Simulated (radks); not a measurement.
The numbers below are computed, except where a source is named.
All-electron atom: neutral palladium in [Kr] 4d10. Code: a radial shooting solver on a logarithmic mesh with Libxc functionals. Model: scalar-relativistic Kohn-Sham, PBE, spin-polarised, spherical densities, finite nucleus; Fermi nuclear charge, rms radius 4.5318 fm. Some entries of the table are withheld. Estimate them.

| orbital | occ. | eigenvalue (hartree) | r(max) (bohr) |
|---|---|---|---|
| 1s | 2 | -888.0570 | 0.02066 |
| 2s | 2 | -129.6569 | (1) |
| 2p | 6 | -116.2460 | 0.09340 |
| 3s | 2 | -23.37397 | 0.3418 |
| 3p | 6 | -18.96514 | 0.3350 |
| 3d | 10 | -11.96211 | (2) |
| 4s | 2 | (3) | 0.8514 |
| 4p | 6 | -1.88153 | 0.9103 |
| 4d | 10 | -0.14875 | (4) |

Answer. 
(1) 2s r(max) (bohr): 0.1168
(2) 3d r(max) (bohr): 0.2824
(3) 4s eigenvalue (hartree): -3.13573
(4) 4d r(max) (bohr): 1.099
